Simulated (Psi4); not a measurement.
Pair of molecules: hydrogen isocyanide (SMILES [C-]#[NH+]) (first 3 atoms) with CH4O (SMILES CO); geometry from B3LYP-D3(BJ)/def2-TZVP.
(charge 0, multiplicity 1):
```xyz
9

C     -0.1128    -0.6285    -0.2560
N     -0.1368    -0.1825     0.8177
H     -0.1669     0.1986     1.7661
C     -0.0939    -0.3342     4.4087
O     -0.1942     0.7123     3.4369
H      0.2602     0.0540     5.3659
H      0.6347    -1.0453     4.0253
H     -1.0493    -0.8454     4.5484
H     -0.8437     1.3617     3.7250
```

These are SAPT0/jun-cc-pV(D+d)Z run with Psi4 values and carry that method's errors.

Give the four SAPT terms and the total, and say what mostly holds the pair together.

electrostatics -61.6, exchange 54.5, induction -23.6, dispersion -10.5, total -41.2 kJ/mol; the largest attraction is electrostatics.
